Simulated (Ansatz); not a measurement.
Relaxation of C3H13BSi2 (19 atoms, charge 0, multiplicity 1), to a largest force component of 0.02 eV/Å in at most 50 steps.

These are results of Ansatz, RKS B3LYP-D4/6-31G*, not measurements.

```xyz
19
Properties=species:S:1:pos:R:3:forces:R:3
B -2.246 -0.720 0.489 0.01 0.91 -0.31
C -0.877 -0.860 -0.222 -0.35 0.71 0.61
C -0.013 -1.786 0.586 2.37 -0.30 1.49
Si -0.002 0.839 -0.463 -3.68 0.29 0.19
C 0.379 1.596 1.163 0.08 1.58 1.30
Si 1.764 0.651 -1.713 1.39 -0.49 -0.80
H -2.345 -0.219 1.569 0.07 -0.22 0.23
H -3.239 -0.993 -0.092 -0.41 -0.20 -0.06
H -1.028 -1.287 -1.183 -0.09 -0.42 -1.25
H -0.450 -2.788 0.715 0.14 0.10 -0.07
H 0.183 -1.381 1.641 -0.27 -0.52 -1.24
H 1.020 -1.913 0.113 -1.12 -0.09 0.57
H -1.071 1.737 -1.175 0.80 -0.48 0.36
H 1.107 0.986 1.712 0.10 0.17 0.01
H -0.530 1.672 1.819 0.67 0.02 -0.57
H 0.805 2.648 1.024 -0.46 -1.28 0.30
H 2.756 -0.178 -1.011 0.34 -0.24 0.05
H 1.402 0.034 -2.983 0.00 -0.27 -0.59
H 2.341 1.959 -1.934 0.41 0.74 -0.22
```

Task: Where does it end, and by what steps?

Result: The forces met the threshold. After 10 steps the energy has fallen by 0.687 eV; H8 moved furthest, 0.66 Å.

| step | energy less start (eV) | largest force component (eV/Å) | accepted |
| --- | --- | --- | --- |
| 0 | 0.0000 | 3.682 | yes |
| 1 | -0.4503 | 1.302 | yes |
| 2 | -0.5935 | 0.388 | yes |
| 3 | -0.6097 | 0.644 | yes |
| 4 | -0.6654 | 0.319 | yes |
| 5 | -0.6784 | 0.279 | yes |
| 6 | -0.6816 | 0.120 | yes |
| 7 | -0.6865 | 0.038 | yes |
| 8 | -0.6872 | 0.038 | yes |
| 9 | -0.6872 | 0.052 | yes |
| 10 | -0.6875 | 0.014 | yes |

```xyz
19
Properties=species:S:1:pos:R:3
B -2.258 -0.628 0.396
C -0.870 -0.972 -0.166
C 0.088 -1.808 0.706
Si -0.143 0.812 -0.414
C 0.326 1.604 1.240
Si 1.734 0.625 -1.815
H -2.424 -0.522 1.580
H -3.174 -0.381 -0.336
H -0.920 -1.363 -1.192
H -0.246 -2.851 0.752
H 0.115 -1.432 1.734
H 1.117 -1.817 0.326
H -1.144 1.678 -1.104
H 1.070 0.998 1.770
H -0.548 1.712 1.892
H 0.756 2.599 1.082
H 2.774 -0.249 -1.201
H 1.354 0.031 -3.128
H 2.351 1.958 -2.065
```

Run time: 25 s on 2 threads of AMD EPYC 9R45 96-Core Processor (Zen 5), with other jobs on the host, peak memory 0.36 GiB.
